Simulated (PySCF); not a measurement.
CBrF2, SMILES F[C](F)Br (connectivity only; charge and spin as stated), charge +1, multiplicity 1. Atoms are numbered in the order given.

```xyz
4

F      0.0000     1.0702    -1.5307
C      0.0000     0.0000    -0.8573
F      0.0000    -1.0702    -1.5307
Br     0.0000     0.0000     0.9342
```
Charge +1, spin multiplicity 1.

The structure is a stationary point at PBE-D3(BJ)/def2-SVP. The spin state was assumed, not searched. The isomer is the one that the SMILES or the coordinates give; other isomers of the formula were not compared.

Method: PySCF 2.14.0 with PBE-D3(BJ)/def2-SVP.

Frequencies are harmonic and unscaled.

Computed vibrational spectrum:
| mode | ν (cm⁻¹) | IR (km/mol) | Raman (Å⁴/amu) | depolarisation | moving atoms (share of kinetic energy) |
|---|---|---|---|---|---|
| 1 | 351 | 2.0 | 2.3 | 0.75 | F 76 %, C 16 %, Br 9 % |
| 2 | 416 | 0.0 | 3.9 | 0.35 | F 66 %, Br 33 % |
| 3 | 611 | 10.4 | 1.7 | 0.75 | C 85 %, F 14 % |
| 4 | 733 | 27.3 | 6.7 | 0.09 | F 74 %, C 20 % |
| 5 | 1354 | 497.8 | 1.5 | 0.24 | C 69 %, F 31 % |
| 6 | 1494 | 265.0 | 0.9 | 0.75 | C 70 %, F 29 % |
